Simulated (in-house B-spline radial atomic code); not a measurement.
Cu. Computed with a B-spline radial atomic code. Model: non-relativistic spherical atom: semilocal Troullier-Martins pseudo-atom, one channel per l, against all electrons, high spin, G0W0 and RPA with empty states to l = 8, local potential for every l without a channel, a model core (radius 0 = none) keeps its share of the functional.

What the tables leave out is listed at the end.

The pseudopotential gives back the lowest level of each angular momentum of its own functional in the configuration it was made in; a second state of the same l is only approximately right. Exact exchange, RPA and GW see the smooth pseudo-orbitals and miss the exchange with the core, for which the functional's share stands in. The column with an uncorrelated core keeps all orbitals and exact exchange, and so separates missing core correlation from pseudisation. Only the three outermost levels and the lowest empty one were computed. RPA here is direct RPA, with no exchange kernel, and its energies carry an (l + 1/2)⁻⁴ tail. A hybrid on a potential with a model core restores only its own semilocal share of the core's exchange.

Command:
```bash
python run_psgw.py task.json out
```
Settings (lengths in bohr, energies in hartree):
```
Z                      29
electrons              29
configuration          [Ar] 3d10 4s1
generated_in           [Ar] 3d10 4s1
functional             lda,vwn
core_shells            4
radius_factor          1.3
core_correction        False
ion_configuration      [Ar] 3d10
```

Run time, properties included: 73 s on 1 thread of Arm Neoverse N1, with other jobs on the host.

Given: made with LDA VWN5; model core radius 0 bohr; local radius 1.143 bohr; mean-field start LDA VWN5.

Valence shells of the generating configuration: 3p, 3d, 4s.

Channel: s 2.988, p 0.817, d 2.356 (radii in bohr).

Computed: largest level miss in the spin-unpolarised generating configuration 0 eV; valence RPA correlation energy pseudo -1.2818 hartree; all-electron RPA polarisability, core included 31.135 bohr³; pseudo-atom RPA polarisability 31.256 bohr³; ionisation by mean-field all-electron 8.387 eV; ionisation by RPA all-electron 8.0557 eV; ionisation by RPA pseudo minus all 1.052 eV.

```json
{"level": "4s up", "occupied": "1", "mean-field all-electron (eV)": "-5.0072", "mean-field pseudo minus all (eV)": "0.015", "G0W0 all-electron (eV)": "-8.1446", "G0W0 uncorrelated core minus all (eV)": "-0.039", "G0W0 pseudo minus all (eV)": "-0.723", "exchange self-energy all-electron (eV)": "-10.991", "exchange self-energy pseudo (eV)": "-12.009"}
{"level": "4s down (empty)", "occupied": "0", "mean-field all-electron (eV)": "-4.188", "mean-field pseudo minus all (eV)": "-0.03", "G0W0 all-electron (eV)": "-1.3643", "G0W0 uncorrelated core minus all (eV)": "-0.038", "G0W0 pseudo minus all (eV)": "-0.735", "exchange self-energy all-electron (eV)": "-2.454", "exchange self-energy pseudo (eV)": "-3.547"}
```

Problem. What is the valence RPA correlation energy all-electron orbitals?

Solution. -1.2962 hartree.

Problem. What is the ionisation by mean-field pseudo minus all?

Solution. -0.018 eV.

Given: mean-field start PBE0.

Computed: valence RPA correlation energy all-electron orbitals -1.2206 hartree; valence RPA correlation energy pseudo -1.2232 hartree; pseudo-atom RPA polarisability 26.531 bohr³; ionisation by mean-field pseudo minus all 0.298 eV; ionisation by RPA all-electron 7.9169 eV; ionisation by RPA pseudo minus all 1.112 eV.

```tsv
level	occupied	mean-field all-electron (eV)	mean-field pseudo minus all (eV)	G0W0 all-electron (eV)	G0W0 uncorrelated core minus all (eV)	G0W0 pseudo minus all (eV)	exchange self-energy all-electron (eV)	exchange self-energy pseudo (eV)
4s up	1	-5.3671	-0.218	-7.8448	-0.038	-0.746	-10.454	-12.192
4s down (empty)	0	-2.6753	-0.214	-1.045	-0.033	-0.626	-2.0007	-3.3506
```

Problem. What is the ionisation by mean-field all-electron?

Solution. 7.7474 eV.

Problem. What is the all-electron RPA polarisability, core included?

Solution. 28.821 bohr³.

Given: mean-field start Hartree-Fock.

Computed: valence RPA correlation energy all-electron orbitals -1.0636 hartree; valence RPA correlation energy pseudo -1.1019 hartree; ionisation by mean-field all-electron 6.422 eV; ionisation by mean-field pseudo minus all 1.553 eV; ionisation by RPA all-electron 7.4769 eV; ionisation by RPA pseudo minus all 1.37 eV.

| level | occupied | mean-field all-electron (eV) | mean-field pseudo minus all (eV) | G0W0 all-electron (eV) | G0W0 uncorrelated core minus all (eV) | G0W0 pseudo minus all (eV) | exchange self-energy all-electron (eV) | exchange self-energy pseudo (eV) |
| --- | --- | --- | --- | --- | --- | --- | --- | --- |
| 4s up | 1 | -6.5206 | -1.755 | -7.3843 | -0.027 | -1.411 | -9.1085 | -14.228 |
| 3d down | 1 | -13.424 | 2.339 | -11.159 | 0.101 | 1.203 | -47.128 | -34.318 |
| 3d up | 1 | -13.308 | 1.783 | -11.165 | 0.1 | 0.839 | -46.482 | -34.5 |

Problem. What is the pseudo-atom RPA polarisability?

Solution. 15.254 bohr³.

Problem. What is the all-electron RPA polarisability, core included?

Solution. 25.07 bohr³.

Among the listed levels the largest G0W0 shift of the pseudo-atom is -1.41 eV, for 4s up on the Hartree-Fock start, while leaving the core uncorrelated moves that level by -0.03 eV. So pseudisation and the lost core exchange, not the missing core correlation, make the error. Not in the tables (levels of low weight, unsolved or above zero; the highest and the empty levels are kept at any weight): on LDA the G0W0 levels 3d down (pseudo minus all +0.57 eV, weights 0.55 and 0.49), 3d up (pseudo minus all +0.47 eV, weights 0.54 and 0.49); on PBE0 the G0W0 levels 3d down (pseudo minus all +1.13 eV, weights 0.71 and 0.70), 3d up (pseudo minus all +1.10 eV, weights 0.64 and 0.51).
